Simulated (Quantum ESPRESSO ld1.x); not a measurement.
Results of a calculation; reference values are marked as such.
All-electron atom: the osmium ion Os44+ in [Ar] 3d10 4s2 4p2. Code: ld1.x of Quantum ESPRESSO 7.5. Model: scalar-relativistic Kohn-Sham, relativistic LDA (MacDonald-Vosko exchange, VWN5 correlation), spin-unpolarised, spherical densities, point nucleus.

Normalised radial functions P(r) = r R(r), r in bohr:

```
   r/bohr * 2p, o 3p, + 4s (the largest magnitude, 3.74, reaches the edge; | marks zero, & curves that meet)
  0.00153                             & +
 0.001929                             & +
 0.002452                             o* +
 0.003117                             o* +
 0.003963                             |& +
 0.005038                             |o* +
 0.006405                             | o*+
 0.008142                             | o &
  0.01035                             |  o+ *
  0.01305                             |  +o    *
  0.01659                             | +   o     *
  0.02109                             +       o      *
  0.02682                           + |        o          *
  0.03409                         +   |          o           *
  0.04334                       +     |          o              *
  0.05509                       +     |        o                 *
  0.07004                          +  |   o                    *
  0.08832                           o |+                  *
   0.1123                   o         |     +       *
   0.1427             o               |       *+
   0.1815           o                 |  *  +
   0.2307              o             +|*
   0.2932                   &         *
   0.3728               +         o   *
   0.4739                  +         o*
   0.5977                       +     &
   0.7598                           + &
   0.9659                             &
    1.228                             &
```

2p: eigenvalue -13315.5 eV, 0 radial nodes, <r> = 0.0673 bohr, 90 % of the charge inside 0.110 bohr. 3p: eigenvalue -4552.5 eV, 1 radial node at r = 0.0819 bohr, <r> = 0.191 bohr, 90 % of the charge inside 0.285 bohr. 4s: eigenvalue -2416.0 eV, 3 radial nodes at r = 0.0211, 0.0846, 0.222 bohr, <r> = 0.382 bohr, 90 % of the charge inside 0.539 bohr.
